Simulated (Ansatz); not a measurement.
Species: CH5GaO, charge 0, singlet. CH5GaO (SMILES [O]([GaH2])C).
B3LYP-D3(BJ)/def2-TZVP minimum from Ansatz (a quantum-chemistry and plane-wave program):
```xyz
8

Ga    -0.1208     0.1039     0.7589
H     -1.3292     0.7235     1.5172
H      1.2194    -0.4983     1.2994
O     -0.3230     0.0904    -1.0216
C      0.6306    -0.4177    -1.9317
H      1.5269    -0.8123    -1.4368
H      0.1851    -1.2246    -2.5218
H      0.9430     0.3737    -2.6201
```

Total energies in cc-pVDZ, 18 correlated electrons, 16 frozen orbitals. Open shells are spin-unrestricted; no spin-orbit coupling. Cores are frozen in correlated methods (noble-gas shells, and filled d and f shells in the p block). No relativity.

```json
[
 {"method": "HF", "program": "Ansatz", "energy (Eh)": "-2038.85720", "minus CCSDT(Q) (mEh)": "449.34"},
 {"method": "MP2", "program": "Ansatz", "energy (Eh)": "-2039.25925", "minus CCSDT(Q) (mEh)": "47.29"},
 {"method": "CCSD", "program": "Ansatz", "energy (Eh)": "-2039.29398", "minus CCSDT(Q) (mEh)": "12.56"},
 {"method": "CCSD(T)", "program": "Ansatz", "energy (Eh)": "-2039.30476", "minus CCSDT(Q) (mEh)": "1.79"},
 {"method": "CCSDT(Q)", "program": "Ansatz", "energy (Eh)": "-2039.30654", "minus CCSDT(Q) (mEh)": "0.00"}
]
```

Rough core times of Ansatz's runs on a shared machine: CCSD(T) under 20 s, CCSDT(Q) 4 min.
